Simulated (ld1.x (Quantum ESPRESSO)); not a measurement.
Scattering properties, RRKJ potential for oxygen (O)

```
Element                 : oxygen (O)
Generator               : ld1.x (Quantum ESPRESSO) 7.5
Type                    : norm-conserving RRKJ (Kleinman–Bylander form)
Functional              : PBEsol
Relativity              : non-relativistic
Frozen core             : [He]
Valence charge          : 6
Reference configuration : 2s2 2p3 (charge +1)
Partial waves           : 2s (bound): rc 0.60 bohr; 2p (bound): rc 1.55 bohr; 3d channel at -0.1 Ry: rc 1.40 bohr
Local potential         : all-electron potential smoothed inside 1.20 bohr (lloc = -1)
Core correction         : Bessel-smoothed model core inside 0.45 bohr
rho0                    : 0.001
```

The phase is arctan(r·u′/u) with u = r·R(r), unwrapped; energies in Ry, scanned from -5 to 5 Ry. A pole is an energy at which the radial function vanishes at the test radius. The pseudo phase is shifted by a multiple of π to meet the all-electron one at the reference energy, and phase errors are pseudo minus all-electron; the curves can meet again beyond the range given. Levels narrower than the energy grid can be missing from the lists of poles.

**Question.** For each channel, where are the poles, and over which energies does the pseudopotential scatter like the atom?

**Answer.**

```
channel  radius (bohr)  reference energy (Ry)  poles, all-electron  poles, pseudo  unbroken range about the reference energy with phases within 0.05 rad  phase error 1 Ry above the reference energy (rad)
      s           1.69                  -2.90                -1.90          -1.90                                                        the whole range                                             -0.000
      p           1.69                  -1.79                -0.87          -0.85                                                              below 1.9                                             +0.004
      d           1.69                  -0.10                 none           none                                                        the whole range                                             +0.000
```

Phases in the d channel:

```tsv
E (Ry)	all-electron	pseudo
-5.00	1.319	1.319
-4.48	1.306	1.307
-3.96	1.292	1.292
-3.44	1.276	1.276
-2.92	1.256	1.256
-2.40	1.232	1.233
-1.88	1.203	1.203
-1.36	1.166	1.166
-0.84	1.117	1.117
-0.32	1.050	1.050
0.20	0.953	0.953
0.72	0.801	0.801
1.24	0.546	0.547
1.76	0.121	0.123
2.28	-0.423	-0.420
2.80	-0.851	-0.848
3.32	-1.109	-1.106
3.84	-1.265	-1.262
4.36	-1.366	-1.363
4.88	-1.437	-1.434
```
